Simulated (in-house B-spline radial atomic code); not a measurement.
Radial electron density of the aluminium ion Al²⁺, [He] 2s2 2p5 3s1 3d1. All numbers are computed (scalar-relativistic (X2C) Hartree-Fock, spin-polarised, averaged over the determinants with the given up and down occupations; Fermi nucleus of rms radius 3.061 fm, inside a hard spherical wall at 3.56 bohr) with an all-electron radial atomic-structure program (B-spline basis), not measured.

Columns: r (bohr), 4πr²n(r) (electrons per bohr), bar.

```
 0.00414   0.2963 #
 0.00488   0.4009 #
 0.00575   0.5403 ##
 0.00678   0.7265 ##
   0.008   0.9737 ###
 0.00943    1.296 ####
  0.0111     1.71 #####
  0.0131    2.249 #######
  0.0155    2.944 #########
  0.0182    3.768 ###########
  0.0215    4.808 ##############
  0.0253    6.012 ##################
  0.0299     7.43 ######################
  0.0352    8.955 ###########################
  0.0416    10.58 ################################
   0.049    12.11 ####################################
  0.0578    13.43 ########################################
  0.0681    14.33 ###########################################
  0.0804    14.64 ############################################
  0.0948    14.23 ###########################################
   0.112    13.13 #######################################
   0.132    11.56 ###################################
   0.155    9.929 ##############################
   0.183    8.601 ##########################
   0.216    8.057 ########################
   0.255    8.466 #########################
     0.3    9.592 #############################
   0.354    10.93 #################################
   0.418    11.78 ###################################
   0.493    11.57 ###################################
   0.581    10.18 ###############################
   0.685    7.915 ########################
   0.808    5.424 ################
   0.952    3.373 ##########
    1.12    2.106 ######
    1.32    1.564 #####
    1.56    1.447 ####
    1.84    1.383 ####
    2.17    1.136 ###
    2.56   0.6912 ##
    3.02   0.2202 #
    3.52 0.001239
```

On this grid the curve has 2 maxima, near 0.0804, 0.418 bohr.

The 2p up radial function P(r) = rR(r), positive near the nucleus:

```csv
r (bohr),P
0.00488,0.001744
0.00678,0.003284
0.00943,0.006182
0.0131,0.01155
0.0182,0.02144
0.0253,0.03939
0.0352,0.07132
0.049,0.1264
0.0681,0.2168
0.0948,0.3578
0.132,0.5589
0.183,0.8086
0.255,1.07
0.354,1.25
0.493,1.249
0.685,1.022
0.952,0.6475
1.32,0.2965
1.84,0.0874
2.56,0.01529
```
